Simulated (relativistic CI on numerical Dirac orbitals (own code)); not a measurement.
## Crystal-field levels of Pd4+, 4d6

Calculated by Dirac-Coulomb-Breit CI, orbitals from a KLI potential per configuration, model QED, valence Slater integrals scaled by 0.65, one configuration in a parametric crystal field (own radial code).

Field parameters in Wybourne normalisation: Oh B⁴₀ = 21Dq, B⁴₄ = √(5/14) B⁴₀. The field is a parameter set, without covalency.

S is read from ⟨S²⟩ = S(S + 1).

Levels (cm⁻¹, degeneracy): 0 (1), 21895 (2), 22139 (3), 23039 (3), 24179 (1), 26587 (3), 27500 (2), 28437 (3), 29065 (1), 29611 (3), 35973 (3), 37099 (3).

Question: Which field gives this pattern?
A. Oh, 10Dq = 18850 cm⁻¹
B. Oh, 10Dq = 30450 cm⁻¹
C. Oh, 10Dq = 7250 cm⁻¹
D. Oh, 10Dq = 36250 cm⁻¹

Answer: B. Oh, 10Dq = 30450 cm⁻¹, ground level with S = 0.06.
